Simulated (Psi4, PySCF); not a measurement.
F5Si2, doublet, at a GFN2-xTB geometry, atoms displaced at random by about 0.08 Å a coordinate. Base run: TPSS/STO-3G, gradient (PySCF).

Here is a job for PySCF.
```python
from pyscf import gto, scf, dft

mol = gto.Mole()
mol.atom = '''
    F     1.81866369   -1.46736561   -0.08153897
    Si    1.28506976    0.00851175   -0.47004306
    F     2.12296464    0.97357123    0.42831786
    Si   -0.82403314    0.03611089   -0.04847495
    F    -1.58923492   -0.15057911    1.41288940
    F    -1.39017149    1.46754818   -0.41025754
    F    -1.56890518   -0.76388148   -0.92693564
'''
mol.basis = 'sto-3g'
mol.spin = 1
mol.verbose = 4
mol.build()

mf = dft.UKS(mol)
mf.xc = 'tpss'
mf.kernel()
g = mf.nuc_grad_method()
grad = g.kernel()
```

Programs used: Psi4, PySCF; a row that names a program was run with it.

The coordinate followed is y of atom 2.

Variants of this job, named by their change:

```tsv
change	dE/dx (Eh/bohr)	net force (Eh/bohr)
base	0.021519	0.000485
density fitting = on; auxbasis_response = off	0.021533	0.002659
finite difference step (bohr) = 0.01; conv_tol = 1e-11	0.021255	-
finite difference step (bohr) = 0.05; conv_tol = 1e-11	0.021027	-
conv_tol = 1e-4	0.021324	0.000485
grid_response = on	0.021265	0.000000
grids.level = 0; grid_response = off	0.024303	0.017723
conv_tol = 1e-11	0.021519	0.000485
density fitting = on	0.021519	0.000485
code = psi4	0.021544	0.001259
grids.level = 1; grid_response = off	0.021563	0.003479
grids.level = 5; grid_response = on	0.021496	0.000000
```

The net force is zero for an exact gradient.

Open shells are given as the SCF converged; they aren't shown to be the lowest states, and a large step between rows can be another state.
